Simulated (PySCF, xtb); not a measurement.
Au2H4S2Si2, SMILES [Au][S][SiH2][SiH2][S][Au], multiplicity 1. The values are those of a single conformer.

Harmonic wavenumbers (cm⁻¹) from GFN2-xTB in xtb at its own minimum, in rising order: 17, 28, 39, 47, 48, 103, 115, 311, 323, 352, 444, 460, 523, 545, 573, 586, 645, 721, 795, 819, 2200, 2220, 2230, 2241.

### Question
What does r2SCAN-D4/def2-SVP in PySCF 2.14.0 give at its own minimum? (An estimate is asked for; the answer gives what the named calculation found.)

### Answer
15, 19, 28, 50, 50, 104, 118, 358, 368, 378, 435, 486, 502, 555, 640, 675, 706, 796, 935, 944, 2204, 2205, 2207, 2216. Paired by order, the mean absolute difference is 35 cm⁻¹ and the zero-point energies are 23.4 and 24.3 kcal/mol.
